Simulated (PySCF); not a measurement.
As: ionisation energy

As [Ar] 3d10 4s2 4p3 (4S) → As⁺ [Ar] 3d10 4s2 4p2 (3P), as a difference of total energies. Calculation: PySCF 2.14, in jorge-DZP-DKH; the spin-free X2C one-electron Hamiltonian (Gaussian nucleus). Correlated levels: valence: [Ar] 3d10 frozen. The calculations carry no spin-orbit coupling.

| method | ionisation energy (eV) |
| --- | --- |
| UHF | 9.438 |
| TPSS | 9.834 |
| M06-2X | 9.802 |
| MP2 (valence) | 9.422 |
| SCS-MP2 (valence) | 9.362 |
| CCSD (valence) | 9.341 |
| CCSD(T) (valence) | 9.341 |

Task: How much does correlation contribute at CCSD(T) (valence)?

Result: 9.341 − (9.438) = -0.097 eV, measured against UHF.

Errors of the correlated levels include the incompleteness of this basis and the frozen core.

For comparison: 10.008 eV (measured; NIST levels, between the centres of gravity of the two terms).
